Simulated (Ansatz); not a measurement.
Relaxation of BF3H4OSi (10 atoms, charge 0, multiplicity 1), to a largest force component of 0.03 eV/Å in at most 50 steps.

Level of theory: Ansatz 0.2.0, RKS PBE0-D4/def2-SVP.

```xyz
10
Properties=species:S:1:pos:R:3
B 0.070 -0.327 -0.404
F -0.254 -0.209 2.091
F 1.056 0.540 -0.324
F -1.107 0.074 -0.852
O 0.307 -1.654 -0.117
Si -0.739 -2.964 -0.315
H 0.078 -4.178 -0.051
H -1.854 -2.867 0.669
H -1.270 -2.983 -1.706
H 0.366 -0.880 1.951
```

**Question.** Where does it end, and by what steps?

**Answer.** The forces met the threshold. The force dipped under the threshold on the way, but the program's further checks kept it going. After 39 steps the energy has fallen by 0.064 eV; F2 moved furthest, 1.59 Å.

```tsv
step	energy less start (eV)	largest force component (eV/Å)	accepted
0	0.0000	0.946	yes
2	-0.0137	0.101	yes
4	-0.0169	0.103	yes
6	0.0019	0.918	no
8	-0.0188	0.430	no
10	-0.0247	0.052	yes
12	-0.0253	0.397	no
14	-0.0305	0.077	yes
16	-0.0349	0.443	yes
18	-0.0448	0.155	yes
20	-0.0504	0.073	yes
22	-0.0538	0.316	yes
24	-0.0571	0.029	yes
26	-0.0591	0.105	yes
28	-0.0607	0.073	yes
30	-0.0615	0.174	no
32	-0.0625	0.123	yes
34	-0.0630	0.040	yes
36	-0.0635	0.051	yes
38	-0.0637	0.038	yes
39	-0.0638	0.028	yes
```

```xyz
10
Properties=species:S:1:pos:R:3
B -0.046 -0.116 -0.740
F 0.238 -1.647 2.572
F 0.679 0.933 -0.408
F -0.822 -0.033 -1.806
O 0.014 -1.234 0.010
Si -0.802 -2.733 -0.085
H 0.114 -3.745 0.491
H -2.072 -2.622 0.676
H -1.070 -3.010 -1.522
H 0.419 -1.242 1.752
```

Whether the end is a true minimum wasn't checked by a vibrational analysis.

Run time: 74 s on 4 threads of Arm Neoverse V1, on a shared host, peak memory 0.25 GiB.
